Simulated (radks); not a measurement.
Question: These are the eigenvalues of the occupied orbitals of an atom or ion with whole-number occupations (eV). Calculated with a radial shooting solver on a logarithmic mesh with Libxc functionals: scalar-relativistic Kohn-Sham, r2SCAN, spin-polarised, spherical densities, finite nucleus; meta-GGA in the generalised Kohn-Sham scheme; Fermi nuclear charge, rms radius of each element as measured or else 0.836 A^(1/3) + 0.57 fm.

1s down: -25468.95
1s up: -25468.95
2s up: -3838.985
2s down: -3837.713
2p up: -3449.641
2p down: -3448.696
3s up: -779.6817
3s down: -779.3563
3p up: -650.8443
3p down: -650.3739
3d up: -448.3776
3d down: -447.3997
4p up: -138.7812
4p down: -134.3714
4d up: -80.3663
4d down: -76.1190
5d up: -28.0270

Which element is it, and in what charge state? The configuration may be excited. Open shells, if any, are filled with parallel spins first.

Answer: Z = 47, silver, charge +4: Ag4+ in [Ar] 3d10 4p6 4d7 5d2. The list shows which subshells hold electrons but not how many an open one holds; the 1s level, -935.97 hartree, gives Z - s = 43.3 by -(Z - s)^2/2, which with screening and relativity narrows Z to a few neighbours, and the depths of the outer levels then fix element, charge and occupations together.
